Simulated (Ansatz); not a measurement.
```yaml
crystal:
  periodic: [false, false, false]
  atoms:
    - {symbol: Pb, position_ang: [-1.578039, -0.275643, -0.033207]}
    - {symbol: S, position_ang: [0.962141, -0.850312, -0.008520]}
    - {symbol: S, position_ang: [0.615898, 1.125946, 0.041727]}
basis:
  gaussian: {orbitals: def2-mTZVP}
hamiltonian: {xc: {name: r2SCAN0}}
```

```sh
$ ansatz run in.yaml --threads 4 --pin off --events-out ev --progress --plain --max-ram 3916MiB
```

Output, abridged:

```
Functional definition: r2SCAN0
801 factors; integrals over basis functions are off by at most 1.3e-3 eV
mean field evaluation 1: about -26916.4488 eV, gradient 2.6e1 eV
mean field evaluation 2: about -26878.5696 eV, gradient 9.3e1 eV
mean field evaluation 4: about -26919.3215 eV, gradient 2.2e0 eV
mean field evaluation 8: about -26919.4261 eV, gradient 3.8e-1 eV
mean field evaluation 16: about -26919.4268 eV, gradient 1.2e-4 eV
mean field -26919.42675213 eV, -989.2706864979 hartree, gradient 1.1e-5 eV, S^2 0.000000; 0 other end points of the search recorded, 0 dependent functions left out
reference -26919.42676105 eV, -989.2706868260 hartree; 27, 27 occupied and 53, 53 virtual orbitals, 801 factors
Total energy: -26919.42676105 eV, -989.2706868260 hartree
```

Hardware: 4 threads of Intel Xeon Platinum 8259CL on a shared host. Wall time 1.8 s.

In the def2 sets Pb takes a core potential; there is no spin–orbit coupling.
